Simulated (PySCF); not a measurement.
Molecule: `O=S(=O)([O-])C(F)(F)F`, [CF$_{3}$O$_{3}$S]-.

Bonds (- single, = double, # triple, : aromatic): O1=S2, S2=O3, S2-O4, S2-C5, C5-F6, C5-F7, C5-F8. Formal charges: O4 -1.

Total charge -1.

Frames of a GFN2-xTB Langevin trajectory at 200 K; GIAO PBE0/pcSseg-1 shieldings in PySCF, gas phase, non-relativistic; equivalent atoms averaged within each frame.

Shifts are taken against calculated references (same method and geometry level): ¹⁷O (σ = 336.08 ppm) against H2O; ³³S (σ = 503.73 ppm) against CS2; ¹³C (σ = 186.93 ppm) vs TMS; ¹⁹F (σ = 170.95 ppm) against CFCl3. The references are static minima.

Question: How do the shifts (ppm) fluctuate along the trajectory?

Answer: 
```
         time (fs)  O1/O3/O4   S2     C5  F6/F7/F8
optimised geometry     214.4  312  132.9    -101.8
               250     229.9  323  133.2     -91.8
               425     217.1  316  137.8     -98.8
               625     233.0  328  140.0     -85.7
               800     219.6  311  132.5     -98.0
              1000     234.8  338  133.4    -101.8
    mean of frames     226.9  323  135.4     -95.2
standard deviation       8.0   10    3.3       6.4
```

5 frames give an uncertainty of the mean of about the standard deviation over 2.2 at best, since frames this close in time may not be independent; classical motion lacks zero-point vibration, and the reference would need the same averaging.
